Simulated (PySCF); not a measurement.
**Working with the constants of SnH⁻**

UHF-CCSD(T) constants of SnH⁻, ³Σ⁻ (triplet), unpaired electrons π ↑↑ (PySCF, scalar-relativistic core potentials, basis sets Sn def2-TZVPPD with ECP28, H def2-TZVPPD; masses 119.9022 and 1.0078 u):

* ωe: 1548.9 cm⁻¹
* ωexe: 34.4 cm⁻¹
* Be: 5.2028 cm⁻¹
* αe: 0.173 cm⁻¹
* D (centrifugal): 0.000235 cm⁻¹
* De to Sn⁻ + H: 2.55 eV

Q: Give the vibrational terms G(v) and spacings up to v = 5.

A: G(v) = ωe(v+½) − ωexe(v+½)².

```
v  G(v) (cm⁻¹)  G(v) − G(v−1)  Bv (cm⁻¹)
0          766                     5.116
1         2246           1480      4.943
2         3657           1411      4.770
3         5000           1343      4.597
4         6273           1274      4.424
5         7478           1205      4.251
```

Q: How well does the Morse estimate ωe²/(4ωexe) reproduce De, and what is D0?

A: It gives 2.16 eV, 85 % of the computed De. D0 = De − G(0) = 2.55 − 0.09 = 2.46 eV.

Correlated steps freeze 4 core orbitals. These are scalar-relativistic numbers at best; spin–orbit coupling would shift them, the dissociation energy most. For an ion De counts to the pair picked by the measured ionisation energies or electron affinities, which need not be the lowest pair at this level. The state was picked by a PBE0 search and need not be the measured ground state.
